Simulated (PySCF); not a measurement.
A structure optimised at PBE0-D3(BJ)/def2-TZVPD, used in a PySCF frequency run:

```xyz
4

Sn     0.0000     0.0000     0.0000
H      1.6863     0.0000     0.0000
H     -0.8431     1.4604     0.0000
H     -0.8431    -1.4604     0.0000
```
Charge +1, spin multiplicity 1.

Question: Write its SMILES, formula and point group.

Answer: [SnH3+], H3Sn, D3h

Question: What are its rotational constants (standard atomic weights)?

Answer: 117.55, 117.55, 58.774 GHz
